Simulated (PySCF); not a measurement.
C2H10OSi3, SMILES [SiH2]1[C@@H]([SiH3])C[Si@H]1O. The structure is a stationary point at B3LYP-D3(BJ)/def2-SVP. The structure was generated by enumeration; whether it is a known compound was not checked. The values are those of a single conformer.

Give the equilibrium geometry at B3LYP-D3(BJ)/def2-SVP (PySCF confirms it by a frequency run) as a Z-matrix. (The exact figures need the calculation; the answer reports its results.)

This is not unique; one that fits is 
```
C
H 1 1.1054
C 1 1.5695 2 109.52
H 3 1.1019 1 114.13 2 45.06
H 3 1.1049 4 107.20 1 -122.42
Si 1 1.8821 2 107.95 3 126.10
H 6 1.4939 1 109.14 2 179.00
H 6 1.4941 7 108.70 1 120.97
H 6 1.4954 7 108.17 8 117.46
Si 3 1.9153 4 117.90 5 -124.58
O 10 1.6711 3 121.20 4 84.52
H 11 0.9643 10 117.11 3 63.00
H 10 1.4889 11 104.88 12 -171.57
Si 1 1.9325 2 106.16 3 -106.07
H 14 1.4926 1 117.02 2 -36.08
H 14 1.4961 15 108.65 1 125.85
```
Charge 0, spin multiplicity 1.
